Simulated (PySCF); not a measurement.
C9H11NP (charge +1).
Z-matrix (Å and degrees, GFN2-xTB geometry), rows numbered from 1:
```
C 
C   1  1.3315
C   2  1.4381  1  122.91
C   3  1.3586  2  129.05  1   170.38
C   4  1.4476  3  115.63  2  -177.41
C   5  1.3494  4  115.83  3    -0.64
P   6  1.7874  5  107.96  4    -0.73
C   7  1.8254  3  114.27  2   -65.02
C   8  1.5379  7  111.47  3  -178.51
C   9  1.4443  8  109.18  7   -52.25
N  10  1.1419  9  175.06  8    19.76
H   1  1.0752  2  121.98  3  -179.21
H   1  1.0832  2  121.48  3    -0.86
H   2  1.0810  1  121.01  3   178.48
H   4  1.0776  3  123.31  2     1.66
H   5  1.0784  4  120.71  3   179.11
H   6  1.0754  5  126.50  4   178.56
H   7  1.3764  3  112.91  2    62.17
H   8  1.0952  7  107.95  3    59.69
H   8  1.0953  7  107.32  3   -56.80
H   9  1.0939  8  111.67  7    67.98
H   9  1.0934  8  109.95  7  -172.16
```

Probes without a nucleus sit at each ring's centroid and 1 Å off its mean plane on both sides; NICS is minus the shielding there, NICSzz its component along the normal. Level: GIAO PBE0/pcSseg-1 (PySCF, non-relativistic, gas phase) on the GFN2-xTB geometry, one conformer.

Ring bond lengths (Å), with Mayer bond orders in brackets: C3–C4 1.359 (1.66), C4–C5 1.448 (1.10), C5–C6 1.349 (1.73), C6–P7 1.787 (0.99), P7–C3 1.812 (0.90).

Problem. What do the NICS probes read (ppm)?

Solution. 
```csv
ring,type,NICS(0),"NICS(1), two faces","NICS(1)zz, two faces",rms pucker (Å),"centre to ring atoms, mean (Å)"
C3–C4–C5–C6–P7,"5-membered ring with P; formal bonds 2 double, 3 single",0.5,-2.2 / -2.0,2.5 / 1.9,0.01,1.31
```

Problem. What do they say, and how far can they be read as aromaticity?

Solution. 
- C3–C4–C5–C6–P7: mean NICS(1)zz 2.2 ppm, near zero. P7 has four or more neighbours, so the value isn't read as a sign of a π ring current.

Problem. What field does 11.7 T along the ring normal induce along that normal at the first NICS(1) probe listed for ring C3–C4–C5–C6–P7, 1 Å off the ring?

Solution. NICSzz × B0 = 2.5 ppm × 11.7 T = 29 μT, along the applied field.

Problem. List the ring angles and the Hirshfeld charges of the ring atoms.

Solution. 
- C3–C4–C5–C6–P7: C3 107.0° (-0.021 e), C4 115.6° (-0.003 e), C5 115.8° (+0.019 e), C6 108.0° (-0.081 e), P7 93.6° (+0.454 e); sum 540.0° against 540° for a flat convex ring.

Problem. How shielded are the nuclei of the rings and their hydrogens (means over atoms taken as equivalent)?

Solution. 
```json
{"atoms": "C3", "environment": "fully substituted alkene carbon", "σ isotropic (ppm)": "41.6"}
{"atoms": "C4", "environment": "alkene CH carbon", "σ isotropic (ppm)": "34.8"}
{"atoms": "C5", "environment": "alkene CH carbon", "σ isotropic (ppm)": "18.1"}
{"atoms": "C6", "environment": "alkene CH carbon", "σ isotropic (ppm)": "72.6"}
{"atoms": "P7", "environment": "phosphonium phosphorus", "σ isotropic (ppm)": "332.4"}
{"atoms": "H15", "environment": "vinylic hydrogen", "σ isotropic (ppm)": "24.15"}
{"atoms": "H16", "environment": "vinylic hydrogen", "σ isotropic (ppm)": "23.59"}
{"atoms": "H17", "environment": "vinylic hydrogen", "σ isotropic (ppm)": "25.23"}
{"atoms": "H18", "environment": "P–H hydrogen", "σ isotropic (ppm)": "24.32"}
```

Rough CPU time on one thread of a shared machine: about 3 min. This is the whole shielding run at PBE0/pcSseg-1, SCF included.
